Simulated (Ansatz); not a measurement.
`CC#[C][GeH2][Cl]` and `CC#CO` differ in one atom or group.

Ansatz, PBE0-D4/def2-TZVP geometries, multiplicity 1. Each molecule was computed in one conformer, which needn't be the lowest.

Scalar relativity is left out up to krypton.

```csv
property,`CC#[C][GeH2][Cl]`
HOMO energy (ωB97M-V/def2-TZVPP) / eV,-10.15
HOMO energy (PBE/def2-TZVPP) / eV,-6.72
size of the dipole moment (PBE/def2-TZVPP) / D,2.88
HOMO energy (PBE0/def2-TZVPP) / eV,-7.94
HOMO–LUMO gap (PBE/def2-TZVPP) / eV,5.29
HOMO–LUMO gap (B3LYP/def2-TZVPP) / eV,6.93
```

Task: Give the same properties after the change, and the shifts. (An estimate is asked.)

Result: Computed: 
```
                                      property  `CC#CO`  shift
         HOMO energy (ωB97M-V/def2-TZVPP) / eV    -8.97   1.18
             HOMO energy (PBE/def2-TZVPP) / eV    -5.42   1.30
size of the dipole moment (PBE/def2-TZVPP) / D     1.46  -1.42
            HOMO energy (PBE0/def2-TZVPP) / eV    -6.71   1.23
           HOMO–LUMO gap (PBE/def2-TZVPP) / eV     5.10  -0.19
         HOMO–LUMO gap (B3LYP/def2-TZVPP) / eV     6.67  -0.26
```

With PBE0 the HOMO rises by 1.23 eV and the LUMO rises by 1.15 eV, so the gap narrows by about 0.08 eV. PBE moves the HOMO by 1.30 eV and ωB97M-V by 1.18 eV. Dipoles are sizes alone; their direction can turn.

Positive LUMOs are unbound, so they and the gaps depend on the basis.

B3LYP here is the variant with VWN-RPA as its local correlation; programs differ in this.
